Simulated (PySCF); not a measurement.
# Si: script and output

The script input.py:

```python
from pyscf import gto, dft

mol = gto.M(
    atom='Si 0 0 0',
    basis='x2c-svpall',
    charge=0,
    spin=2,
    verbose=4,
)
mf = dft.UKS(mol, xc='b3lyp5')
mf = mf.sfx2c1e()
mf.kernel()
mf.analyze()
print('orbital energies (hartree):', [e[max(0, n-3):n+3].round(4) for e, n in zip(mf.mo_energy, mol.nelec)])
```

```bash
$ OMP_NUM_THREADS=1 python input.py
```

The log (some set-up lines and the per-cycle HOMO/LUMO lines with their warnings removed):

```
PySCF version 2.14.0

[INPUT] Symbol           X                Y                Z      unit          X                Y                Z       unit  Magmom
[INPUT]  1 Si     0.000000000000   0.000000000000   0.000000000000 AA    0.000000000000   0.000000000000   0.000000000000 Bohr   0.0

nuclear repulsion = 0
number of shells = 3
number of NR pGTOs = 36
number of NR cGTOs = 18
basis = x2c-svpall
ecp = {}

******** <class 'pyscf.x2c.sfx2c1e.sfX2C1eUKS'> ********
method = sfX2C1eUKS
initial guess = minao
damping factor = 0
level_shift factor = 0
DIIS = <class 'pyscf.scf.diis.CDIIS'>
SCF conv_tol = 1e-09
SCF max_cycles = 50
number electrons alpha = 8  beta = 6
XC functionals = b3lyp5

grids dens level: 3

******** <class 'pyscf.x2c.sfx2c1e.SpinFreeX2CHelper'> ********
approx = 1e
xuncontract = 1
tot grids = 19184
init E= -289.756400979052

cycle= 1 E= -289.838136263895  delta_E= -0.0817  |g|= 0.055  |ddm|= 0.858
cycle= 2 E= -289.841268494931  delta_E= -0.00313  |g|= 0.018  |ddm|= 0.181
cycle= 3 E= -289.841521481497  delta_E= -0.000253  |g|= 0.00272  |ddm|= 0.0632
cycle= 4 E= -289.841530979199  delta_E= -9.5e-06  |g|= 0.000141  |ddm|= 0.00718
cycle= 5 E= -289.841531003686  delta_E= -2.45e-08  |g|= 1.13e-05  |ddm|= 0.000514
cycle= 6 E= -289.841531003831  delta_E= -1.44e-10  |g|= 5.04e-07  |ddm|= 3.41e-05
Extra cycle  E= -289.841531003831  delta_E= -5.12e-13  |g|= 1.04e-07  |ddm|= 3.26e-06
converged SCF energy = -289.841531003831  <S^2> = 2.0027233  2S+1 = 3.001815
**** SCF Summaries ****
Total Energy =                        -289.841531003831108
Nuclear Repulsion Energy =               0.000000000000000
One-electron Energy =                 -401.396557363336171
Two-electron Energy =                  111.555026359505064
Two-electron Coulomb Energy =          132.405618694647870
DFT Exchange-Correlation Energy =      -20.850592335142814
**** MO energy ****
                             alpha | beta                alpha | beta
MO #1   energy= -66.2804143597633  | -66.274310968545   occ= 1 | 1
MO #2   energy= -5.32496333149963  | -5.31839296232352  occ= 1 | 1
MO #3   energy= -3.66425759369624  | -3.66096606586296  occ= 1 | 1
MO #4   energy= -3.66029765563497  | -3.64753847184265  occ= 1 | 1
MO #5   energy= -3.66029765550838  | -3.64753847078165  occ= 1 | 1
MO #6   energy= -0.447043413959673 | -0.381589208061723 occ= 1 | 1
MO #7   energy= -0.185433938316552 | -0.101292782153666 occ= 1 | 0
MO #8   energy= -0.185433928317051 | -0.0680726306266586 occ= 1 | 0
MO #9   energy= -0.119450925024423 | -0.0680726299134788 occ= 0 | 0
MO #10  energy= 0.159214409031344  | 0.18025231409918   occ= 0 | 0
MO #11  energy= 0.394918759205764  | 0.411820536836825  occ= 0 | 0
MO #12  energy= 0.394918786973367  | 0.439006921849724  occ= 0 | 0
MO #13  energy= 0.40319258159335   | 0.439006922752275  occ= 0 | 0
MO #14  energy= 0.434354408263465  | 0.479418327048029  occ= 0 | 0
MO #15  energy= 0.434354408290109  | 0.488408518852348  occ= 0 | 0
MO #16  energy= 0.44048101327489   | 0.48840851973762   occ= 0 | 0
MO #17  energy= 0.440481013606587  | 0.517563807956747  occ= 0 | 0
MO #18  energy= 0.449841374436999  | 0.517563807969556  occ= 0 | 0

To work with the spin densities directly, `use mulliken_meta_spin()` only printing them here.

 ** Mulliken spin pop alpha/beta on meta-lowdin orthogonal AOs **
 ** Mulliken Spin Density (per AO)  **
 ** Mulliken Spin Density (per atom)  **
spin density of  0 Si =      2.00000
 ** Mulliken pop alpha/beta on meta-lowdin orthogonal AOs **
 ** Mulliken pop       alpha | beta **
pop of  0 Si 1s        1.00000 | 1.00000
pop of  0 Si 2s        0.99992 | 0.99992
pop of  0 Si 3s        0.99977 | 0.99858
pop of  0 Si 4s        0.00008 | 0.00017
pop of  0 Si 2px       0.99991 | 0.99991
pop of  0 Si 2py       0.99997 | 0.99994
pop of  0 Si 2pz       0.99997 | 0.99994
pop of  0 Si 3px       0.01051 | 0.00004
pop of  0 Si 3py       0.99845 | 0.00003
pop of  0 Si 3pz       0.98892 | 0.00003
pop of  0 Si 4px       0.00005 | 0.00004
pop of  0 Si 4py       0.00112 | 0.00003
pop of  0 Si 4pz       0.00111 | 0.00003
pop of  0 Si 3dxy      0.00000 | 0.00000
pop of  0 Si 3dyz      0.00000 | 0.00000
pop of  0 Si 3dz^2     0.00005 | 0.00031
pop of  0 Si 3dxz      0.00001 | 0.00004
pop of  0 Si 3dx2-y2    0.00017 | 0.00097
In total             8.00000 | 6.00000
 ** Mulliken atomic charges   ( Nelec_alpha | Nelec_beta ) **
charge of  0Si =     -0.00000  (     8.00000      6.00000 )
Dipole moment(X, Y, Z, Debye): -0.00000,  0.00000, -0.00000
orbital energies (hartree): [array([-0.447 , -0.1854, -0.1854, -0.1195,  0.1592,  0.3949]), array([-3.6475, -3.6475, -0.3816, -0.1013, -0.0681, -0.0681])]
```

In short: E(SCF) = -289.841531 Eh, 6 cycles, ⟨S²⟩ = 2.003.

Hardware: Arm Neoverse N1, 1 thread, shared host. Wall time 2 s, peak memory 0.13 GiB.

No search for the lowest solution was made.
